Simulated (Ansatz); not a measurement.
Coupled-cluster run, `[OH][Zr]([OH])([SeH])[SeH]`.

```yaml
crystal:
  periodic: [false, false, false]
  atoms:
    - {symbol: O, position_ang: [-0.753339, 0.909251, -1.620895]}
    - {symbol: Zr, position_ang: [0.096769, 0.050813, -0.156950]}
    - {symbol: O, position_ang: [1.957982, -0.276778, -0.334060]}
    - {symbol: Se, position_ang: [-1.223841, -2.167022, 0.113885]}
    - {symbol: Se, position_ang: [-0.078741, 1.482994, 2.000411]}
    - {symbol: H, position_ang: [-1.009117, 1.426239, -2.380137]}
    - {symbol: H, position_ang: [2.851936, -0.458201, -0.611700]}
    - {symbol: H, position_ang: [-0.309486, -2.555260, 1.200880]}
    - {symbol: H, position_ang: [-1.532162, 1.587964, 1.788566]}
basis:
  gaussian: {orbitals: def2-SVP}
correlation: {method: ccsd_t}
```

```sh
$ ansatz run in.yaml --threads 4 --pin off --events-out ev --progress --plain --max-ram 11315MiB
```

Log, shortened:

```
Functional definition: HF
1412 factors; integrals over basis functions are off by at most 1.2e-3 eV
mean field evaluation 1: about -135990.9084 eV, gradient 5.3e1 eV
mean field evaluation 2: about -135990.9494 eV, gradient 5.3e1 eV
mean field evaluation 4: about -135996.8111 eV, gradient 3.4e0 eV
mean field evaluation 8: about -135996.8751 eV, gradient 3.4e-1 eV
mean field -135996.87605694 eV, -4997.7930130992 hartree, gradient 1.4e-6 eV, S^2 0.000000; 0 other end points of the search recorded, 0 dependent functions left out
20 core orbitals not correlated: weight in the atoms' cores, before any rotation towards them, 1.000 or more for the frozen orbitals, at most 0.000 for the correlated occupied ones
reference -135996.87605694 eV, -4997.7930130992 hartree; 30, 30 occupied and 93, 93 virtual orbitals, 1412 factors
second order -30.06551463 eV of doubles, -0.00000000 eV of singles
cycle   1  -29.36017901 eV  change    7.1e-1 eV  update   1.7e-1
cycle   2  -30.13056965 eV  change   -7.7e-1 eV  update   6.7e-2
cycle   3  -30.37778204 eV  change   -2.5e-1 eV  update   3.3e-2
cycle   4  -30.35414282 eV  change    2.4e-2 eV  update   8.8e-3
cycle   5  -30.34705838 eV  change    7.1e-3 eV  update   3.2e-3
cycle   6  -30.34856972 eV  change   -1.5e-3 eV  update   1.0e-3
cycle   7  -30.34800830 eV  change    5.6e-4 eV  update   4.1e-4
cycle   8  -30.34786702 eV  change    1.4e-4 eV  update   1.6e-4
cycle   9  -30.34800527 eV  change   -1.4e-4 eV  update   6.1e-5
cycle  10  -30.34800686 eV  change   -1.6e-6 eV  update   2.4e-5
perturbative correction -0.95651700 eV, -0.0351513514 hartree
Total energy: -136028.18058081 eV, -4998.9434331322 hartree
```

Hardware: 4 threads of an Arm Neoverse V2 on a shared host. Wall time 46 s, peak host memory 1.2 GiB.

The correlation energy is -31.305 eV, 3.1 % of it from (T); the T1 diagnostic reads 0.0154.
